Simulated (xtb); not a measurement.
C2H7ClSi3, SMILES Cl[Si@@H]1C=C[SiH2][SiH2]1. All values are semi-empirical tight-binding results from xtb (GFN2-xTB unless named), good for trends rather than for accurate numbers. Geometry: GFN2-xTB. The structure was generated by enumeration; whether it is a known compound was not checked.

```json
{
  "orbital_gap": "2.78 eV",
  "dipole_moment": "1.84 D",
  "zero_point_energy": "46.4 kcal/mol",
  "G − E(el) at 298.15 K (modified RRHO)": "24.9 kcal/mol",
  "static polarisability (D4 model)": "116.1 bohr³",
  "solvation energy, GFN2-xTB/ALPB(water)": "-1.4 kcal/mol",
  "solvation energy, GFN2-xTB/ALPB(hexane)": "-4.9 kcal/mol"
}
```
